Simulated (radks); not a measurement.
The numbers below are computed, except where a source is named.
Question: Coherent X-ray form factor from a spherical all-electron density. Code: a radial shooting solver on a logarithmic mesh with Libxc functionals. Model: scalar-relativistic Kohn-Sham, PBE, spin-polarised, spherical densities, point nucleus.

sin(theta)/lambda (1/angstrom),f0 (electrons)
0.05,75.848
0.1,72.893
0.15,69.092
0.2,65.131
0.25,61.308
0.3,57.710
0.4,51.240
0.5,45.693
0.6,40.948
0.8,33.254
1,27.293
1.25,21.848
1.5,18.281
2,14.351

The species is in the configuration that NIST lists as its ground one. Which atom or ion scatters so?

Answer: Neutral iridium, [Xe] 4f14 5d7 6s2. Extrapolating in s^2 from the first two rows gives f0(0) = 76.8, near the electron count 77; among species with that count, the fall with angle is slower the higher Z, and the table is that of Z = 77; from so few rows the species is fixed only to a neighbour or two.
